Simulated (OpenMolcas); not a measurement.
How basis sets differ on CH4F2Si (SMILES C[SiH](F)F)

CH4F2Si: 8 atoms, total charge 0, spin state singlet. SMILES: `C[SiH](F)F`. The shape is that of a PBE0-D4/def2-TZVP optimisation.

Quantity: the HOMO–LUMO gap, in eV. The values are calculated.

```tsv
level	kind	program	value (eV)	CPU time
HF/ANO-R0 (sfX2C)	Hartree–Fock	OpenMolcas	17.76	5 s
HF/STO-3G	Hartree–Fock	OpenMolcas	23.30	4.3 s
HF/3-21G	Hartree–Fock	OpenMolcas	18.62	4.5 s
HF/ANO-RCC-VDZP (DKH2, RICD fitting)	Hartree–Fock	OpenMolcas	15.28	6.7 s
HF/cc-pVDZ	Hartree–Fock	OpenMolcas	17.74	9.8 s
```

The values span 15.28 to 23.30 eV. A Hartree–Fock LUMO above zero doesn't converge with the basis: it sinks as sets grow more diffuse. Orbital gaps aren't excitation energies. Times are those of the runs behind each value, whatever else they computed, on shared processors of several kinds: orders of magnitude only.
